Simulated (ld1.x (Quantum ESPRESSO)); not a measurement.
## Before and after: ultrasoft potential for P

```json
{
 "Element": "P (Z = 15)",
 "Generator": "ld1.x (Quantum ESPRESSO) 7.5",
 "Type": "ultrasoft",
 "Functional": "LDA (PZ)",
 "Relativity": "scalar-relativistic",
 "Frozen core": "[Ne]",
 "Valence charge": "5",
 "Reference configuration": "3s2 3p3",
 "Partial waves": "3s (bound): rcut 1.30, rcutus 1.45 bohr; 3s channel at 2.7 Ry: rcut 1.30, rcutus 1.45 bohr; 3p (bound): rcut 1.75, rcutus 2.10 bohr; 3p channel at 1.35 Ry: rcut 1.75, rcutus 2.10 bohr",
 "Local potential": "all-electron potential smoothed inside 1.80 bohr (lloc = -1)",
 "Core correction": "none",
 "Augmentation charge": "built from norm-conserving waves at rcut, not smoothed further"
}
```

Change: augmentation PSQ, radius 1.25 bohr.

Cutoffs: the cutoffs (Ry, on a coarse ladder) from which the occupation-weighted sum of valence levels, in a spherical-Bessel basis at the reference potential, stays within 10 and 1 mRy of its value at 400 Ry; they do not see the model core or the augmentation charge, which bear on the density cutoff. Errors are all-electron minus pseudo energies relative to the spin-unpolarised reference configuration.

Predict the effect on cutoff, ghosts and configuration errors.

The potential gets harder (18 Ry and 21 Ry → 18 Ry and 25 Ry); of the 9 tests that both files solve, the error grows in 1 and shrinks in 3 by more than 15 % and 0.3 meV (median size 10.4 → 15.8 meV); neither file shows a bound ghost.

```tsv
quantity	base	changed
cutoff, loose	18 Ry	18 Ry
cutoff, tight	21 Ry	25 Ry
bound ghosts	none	none
error for 3s2 3p2, meV [ΔE 9.82 eV]	+2.4	+1.6
error for 3s2 3p1, meV [ΔE 29.07 eV]	+27	+20
error for 3s2 3p0, meV [ΔE 58.96 eV]	+129	+100
error for 3s2 3p3.3, meV [ΔE -1.34 eV]	+0.1	+0.1
error for 3s1 3p3, meV [ΔE 18.89 eV]	+7.9	+6.9
error for 3s0 3p5, meV [ΔE 17.14 eV]	+10	+16
error for 3s2 3p2.5, meV [ΔE 3.82 eV]	+0.2	+0.1
error for 3s2 3p3 (spin-polarised), meV [ΔE -1.51 eV]	+120	+118
error for 3s2 3p2 (spin-polarised), meV [ΔE 8.98 eV]	+83	+80
s: phases at 2.31 bohr within 0.05 rad from the reference energy up to (Ry; the scan ends near 5)	to the end of the scan	to the end of the scan
p: phases at 2.31 bohr within 0.05 rad from the reference energy up to (Ry; the scan ends near 5)	4.6	4.3
lowest overlap eigenvalue by channel	s 0.23, p 0.79	s 0.48, p 0.79
```
